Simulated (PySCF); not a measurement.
C2H6NSSi (doublet state).
Structure used (GFN2-xTB), in Å, numbered top down from 1:
```xyz
11
C2H6NSSi angstrom
C     -1.9908    0.0416   -0.0136
C     -0.5683   -0.2888   -0.3542
S     -0.2486   -1.4449   -1.5519
Si     0.8557    0.4562    0.4697
N      2.4109   -0.1386    0.1275
H     -2.5278    0.3509   -0.9112
H     -2.0550    0.8343    0.7302
H     -2.4966   -0.8447    0.3724
H      0.8851    1.5003    1.4728
H      3.2432    0.4247    0.1751
H      2.4976   -0.8883   -0.5426
```

Identity: `[SiH](N)C(C)=S` [radical].

Theory: UKS B3LYP, pcH-1 on C H N S Si, non-relativistic, mean-field spin-orbit, GIAO in PySCF. The structure is a single GFN2-xTB conformer in the gas phase; no vibrational or solvent corrections. A GFN2-xTB geometry isn't a minimum of the functional, and hyperfine couplings can be far from their values at a DFT geometry, by a factor of two or more for some ions and for spin on atoms past the first row.

Output of the driver script. The program numbers atoms from 0.

```
UKS, coarse grid
  cycle   1  E = -822.16591261  |g| = 4.13e-01
  cycle   2  E = -821.93813398  |g| = 7.18e-01
  cycle   3  E = -822.25297808  |g| = 1.26e-01
  cycle   4  E = -822.25981282  |g| = 7.59e-02
  cycle   5  E = -822.26310191  |g| = 2.03e-02
  cycle   6  E = -822.26334867  |g| = 1.04e-02
  cycle   7  E = -822.26343797  |g| = 5.92e-03
  cycle   8  E = -822.26347412  |g| = 2.82e-03
  cycle   9  E = -822.26348443  |g| = 7.75e-04
  cycle  10  E = -822.26348533  |g| = 2.00e-04
UKS, final grid
  cycle   1  E = -822.26350046  |g| = 1.86e-04
  cycle   2  E = -822.26350045  |g| = 2.58e-04
  cycle   3  E = -822.26350048  |g| = 5.39e-05
  cycle   4  E = -822.26350048  |g| = 1.64e-05
E = -822.26350048 Eh   <S^2> = 0.7565 (exact 0.7500)
g shifts (ppm)      1          2          3
  rmc          -183       -183       -183
  gc            -11         38         35
  oz_so        -152       9040      30471
  total        -346       8896      30325
hyperfine (MHz)  atom isotope    a_iso     a_fc   dipolar eigenvalues
    0   13C      -7.22      -7.22     -0.57      0.01      0.56
    1   13C      -8.88      -8.88    -10.53     -7.52     18.05
    2   33S       8.79       8.79    -45.23    -43.58     88.81
    3  29Si     -56.83     -56.83    -83.90     41.30     42.60
    4   14N       5.48       5.48     -4.14     -3.93      8.07
    5    1H      13.81      13.81     -1.95     -1.00      2.95
    6    1H      -0.62      -0.62     -1.75     -1.68      3.43
    7    1H      15.71      15.71     -1.93     -0.95      2.88
    8    1H     -23.42     -23.42     -6.33      1.03      5.30
    9    1H       1.51       1.51     -5.23     -2.43      7.65
   10    1H      -5.35      -5.35     -3.48     -1.56      5.04
```

Question: The SCF converged. Which of these numbers needs a check, and why?

Answer: The largest g shift is +0.030, past the limit of 0.03 at which the run flags a species of elements up to argon. The orbital-Zeeman/spin–orbit term is second order, a sum of spin–orbit matrix elements over excitation energies, so it grows and becomes less reliable as an excited state comes close; a shift of this size calls for a check with another method. The contact and dipolar couplings don't rest on that expansion, but they belong to the state that the SCF found, and a close-lying state with the spin in another orbital would have other couplings; no stability test was run. The run left out the spin–orbit part of the hyperfine coupling.

Question: Where is the spin in this solution (atoms counted from 1)?

Answer: The Mulliken spin populations are largest on S3 (+0.49), Si4 (+0.41), C2 (+0.06) and N5 (+0.06). The unrestricted determinant has ⟨S²⟩ = 0.7565 (exact 0.7500), so spin contamination is small. The SMILES `CC(=S)[SiH]N` draws the unpaired electron on Si4, whose computed spin population is only +0.41.

Question: Average a_iso over equivalent nuclei, turn it into first-order splittings with g = 2.0023, and give the multiplets for abundant isotopes (0.05 mT or more).

Answer: 
| nuclei (from 1) | isotope | I | position | a_iso (MHz) | \|a\| (mT) | splits into |
| --- | --- | --- | --- | --- | --- | --- |
| H9 | 1H | 1/2 | 1 bond from Si4 | -23.4 | 0.84 | 1:1 doublet |
| H6/H7/H8 | 1H | 1/2 | 3 bonds from S3 | 9.6 | 0.34 | 1:3:3:1 quartet |
| N5 | 14N | 1 | 1 bond from Si4 | 5.5 | 0.20 | 1:1:1 triplet |
| H11 | 1H | 1/2 | 2 bonds from Si4 | -5.3 | 0.19 | 1:1 doublet |
| H10 | 1H | 1/2 | 2 bonds from Si4 | 1.5 | 0.05 | 1:1 doublet |

Nuclei that the bonding pattern makes equivalent are averaged, as if the motion that swaps them (rotation, inversion, ring flip) were fast. H10 and H11 aren't averaged: N5 is flat or nearly so (angle sum 354°), and its turn about the short N5–Si4 bond (1.70 Å) is taken as slow. The three 1H nuclei of mean +9.6 MHz run from -0.6 to 15.7 MHz in the frozen geometry. Main spin sites, with 60 % or more of the largest population: S3, Si4; positions count bonds from the nearest.
